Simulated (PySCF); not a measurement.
Y(F)3, SMILES [F][Y]([F])[F] (CAM-B3LYP/def2-SVP optimised geometry):

```
4

Y     -0.496    -0.003     0.000
F     -1.500    -1.727    -0.005
F     -1.489     1.727     0.000
F      1.500    -0.003     0.000
```

Calculation: CAM-B3LYP/def2-TZVP, def2 effective core potentials past Kr (PySCF 2.14.0).

Q: What are the frontier orbital energies and the dipole moment?

A: HOMO-2 -12.34 eV, HOMO-1 -12.09 eV, HOMO -12.09 eV, LUMO -1.70 eV, LUMO+1 0.33 eV; dipole moment 0.02 D.

On the same geometry PBE/def2-TZVP, def2 effective core potentials past Kr (PySCF 2.14.0) gives HOMO-2 -8.74 eV, HOMO-1 -8.55 eV, HOMO -8.55 eV, LUMO -3.13 eV, LUMO+1 -1.22 eV; dipole moment 0.02 D.
